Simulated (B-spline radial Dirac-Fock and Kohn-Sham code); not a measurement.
**Anomalous scattering factors of Se, 2.9844 keV to 6.4039 keV**

Method: the dispersion relation over Dirac-Hartree-Slater subshell photoionisation cross sections, with the Kissel-Pratt high-energy constant (isolated atom, no bound-bound lines or fine structure). Computed with a B-spline atomic structure program. The forward scattering factor is f₀ + f′ + i f″.

Input file task.json (cfg lists n, l and occupation; rrms is the nuclear radius in fm):

```json
{"items": [{
  "Z": 34,
  "q": 0,
  "cfg": [[1, 0, 2], [2, 0, 2], [2, 1, 6], [3, 0, 2], [3, 1, 6], [3, 2, 10], [4, 0, 2], [4, 1, 4]],
  "A": 80,
  "rrms": 4.14,
  "do": "dispersion",
  "hv": [543.6, 579.9, 588.3, 606.6, 771.3, 811.1, 1000.0, 1017.0, 1253.6, 1276.0, 1354.0, 1486.9, 1936.0, 2000.0, 2984.4, 3182.0, 4000.0, 4510.9, 5011.0, 5337.0, 5387.0, 5404.0, 5414.7, 6000.0, 6291.0, 6403.9, 6930.3, 8047.8, 8376.0, 9251.7, 10130.0, 11330.0, 12000.0, 13490.0, 15000.0, 17479.3, 22162.9, 24209.8, 30000.0, 31890.0, 31910.0, 40000.0, 68210.0, 76720.0],
  "edges": {"K": 12658.0, "L1": 1652.0, "L2": 1474.3, "L3": 1433.9, "M1": 229.6, "M2": 166.5, "M3": 160.7}
}]}
```

Command: `python xray2_run.py task.json out`

No edge lies in or near this range.

| hν (eV) | λ (Å) | f′ (e) | f″ (e) | tabulated f′ | tabulated f″ |
| --- | --- | --- | --- | --- | --- |
| 2984.4 | 4.154 | -0.138 | 6.300 | -0.15 | 6.17 |
| 3182 | 3.896 | -0.016 | 5.685 | -0.02 | 5.53 |
| 4000 | 3.100 | 0.088 | 3.909 | 0.09 | 3.72 |
| 4510.9 | 2.749 | 0.018 | 3.198 | 0.01 | 3.03 |
| 5011 | 2.474 | -0.083 | 2.677 | -0.08 | 2.54 |
| 5337 | 2.323 | -0.155 | 2.404 | -0.16 | 2.28 |
| 5387 | 2.302 | ? | ? | ? | ? |
| 5404 | 2.294 | -0.170 | 2.353 | -0.17 | 2.23 |
| 5414.7 | 2.290 | -0.172 | 2.345 | -0.17 | 2.23 |
| 6000 | 2.066 | -0.306 | 1.965 | -0.31 | 1.88 |
| 6291 | 1.971 | -0.373 | 1.810 | -0.38 | 1.74 |
| 6403.9 | 1.936 | -0.399 | 1.755 | -0.40 | 1.68 |

Task: What are f′ and f″ at 5387 eV?

Result: f′ = -0.166 and f″ = 2.366 electrons (tables: -0.17 and 2.25). By the optical theorem f″ corresponds to a photoabsorption cross section 2 rₑ λ f″ = 30700 b.

Tabulated f′: xraylib 4.2 anomalous scattering factors (Cullen et al., EPDL97); f″: Chantler's tables (J. Phys. Chem. Ref. Data 1995 and 2000). Both are theoretical tables.
